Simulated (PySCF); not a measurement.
**Stretching Br₂⁺**

Set-up: PySCF, scalar-relativistic core potentials, basis sets Br cc-pVTZ-PP with ECP10. Energies in eV from Br⁺ + Br in their ground configurations at the same level. State: ²Πg (doublet), unpaired electrons π ↑.

```json
{"R (Å)": "1.890", "PBE0": "-1.983"}
{"R (Å)": "1.978", "PBE0": "-2.886"}
{"R (Å)": "2.066", "PBE0": "-3.368"}
{"R (Å)": "2.132", "PBE0": "-3.532"}
{"R (Å)": "2.198", "PBE0": "-3.573"}
{"R (Å)": "2.264", "PBE0": "-3.522"}
{"R (Å)": "2.352", "PBE0": "-3.353"}
{"R (Å)": "2.462", "PBE0": "-3.038"}
{"R (Å)": "2.594", "PBE0": "-2.584"}
{"R (Å)": "2.769", "PBE0": "-1.945"}
```

Problem. Put a parabola through the three lowest points of the PBE0 curve and estimate Re, k and ωe (reduced mass 39.46 u; 1 eV/Å² = 0.16022 mdyn/Å; ωe = 1302.8·√(k/μ) cm⁻¹).

Solution. Through R = 2.132, 2.198, 2.264 Å the second-order coefficient is 10.6 eV/Å², so Re ≈ 2.194 Å, k ≈ 3.38 mdyn/Å and ωe ≈ 382 cm⁻¹. A polynomial fit of higher order to the unrounded PBE0 energies gives Re = 2.191 Å, k = 3.47 mdyn/Å, ωe = 386 cm⁻¹; anharmonicity and rounding make the difference.

The higher-order fit for each curve: PBE0: Re = 2.191 Å, ωe = 386 cm⁻¹, De = 3.57 eV.

Spin–orbit coupling is left out. The state is the lowest determinant that a PBE0 search found; another state may lie lower at other levels.
